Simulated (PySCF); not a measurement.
# Ionisation energy of Zr⁺ by level of theory

Zr⁺ [Kr] 4d2 5s1 (4F) → Zr²⁺ [Kr] 4d2 (3F), as a difference of total energies. Calculation: PySCF 2.14, in x2c-TZVPPall; scalar relativity by spin-free X2C-1e. Correlated levels: valence and next inner shell: [Ar] 3d10 frozen. The calculations carry no spin-orbit coupling.

```json
{"method": "UHF", "ionisation energy (eV)": "12.285", "difference from reference (eV)": "-0.845"}
{"method": "MP2 (valence and next inner shell)", "ionisation energy (eV)": "12.987", "difference from reference (eV)": "-0.143"}
{"method": "SCS-MP2 (valence and next inner shell)", "ionisation energy (eV)": "12.772", "difference from reference (eV)": "-0.358"}
{"method": "CCSD (valence and next inner shell)", "ionisation energy (eV)": "12.934", "difference from reference (eV)": "-0.196"}
{"method": "CCSD(T) (valence and next inner shell)", "ionisation energy (eV)": "12.974", "difference from reference (eV)": "-0.156"}
```

Reference: 13.13 eV (measured; NIST Atomic Spectra Database, ionization energies).

The reference lies between the lowest fine-structure levels, while these numbers refer to the centres of the terms.

Errors of the correlated levels include the incompleteness of this basis and the frozen core.
